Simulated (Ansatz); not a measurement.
Relaxation of C2H6OSi (10 atoms, charge 0, multiplicity 1), to a largest force component of 0.015 eV/Å in at most 40 steps.

These are results of Ansatz 0.2.0, RKS CAM-B3LYP-D4/def2-SVP, not measurements.

```xyz
10
Properties=species:S:1:pos:R:3:forces:R:3
C -0.293 0.758 -1.258 0.04 -0.14 -0.07
O 0.075 -0.584 -1.211 0.31 -0.75 1.45
C 0.302 -1.097 0.055 -0.47 1.50 -0.73
Si 0.195 -0.295 1.617 0.09 -0.61 -1.03
H -0.437 1.014 -2.307 -0.06 0.16 -0.26
H 0.488 1.398 -0.826 0.21 0.18 0.09
H -1.226 0.933 -0.705 -0.26 0.06 0.13
H 0.576 -2.139 -0.029 0.14 -0.47 0.13
H 0.485 -1.079 2.801 0.13 -0.38 0.37
H -0.165 1.091 1.863 -0.13 0.45 -0.09
```

Task: Where does it end, and by what steps?

Result: The forces met the threshold. After 6 steps the energy has fallen by 0.077 eV; H9 moved furthest, 0.08 Å.

```csv
step,energy less start (eV),largest force component (eV/Å),accepted
0,0.0000,1.501,yes
1,-0.0625,0.680,yes
2,-0.0747,0.078,yes
3,-0.0748,0.058,yes
4,-0.0747,0.149,no
5,-0.0761,0.020,yes
6,-0.0766,0.012,yes
```

```xyz
10
Properties=species:S:1:pos:R:3
C -0.294 0.760 -1.269
O 0.078 -0.585 -1.178
C 0.292 -1.060 0.060
Si 0.196 -0.306 1.618
H -0.436 0.999 -2.331
H 0.490 1.416 -0.846
H -1.237 0.947 -0.721
H 0.576 -2.118 0.027
H 0.503 -1.157 2.782
H -0.167 1.104 1.858
```

Time of the run: 18 s on 2 threads of Arm Neoverse V1, on a shared host, peak memory 0.2 GiB.
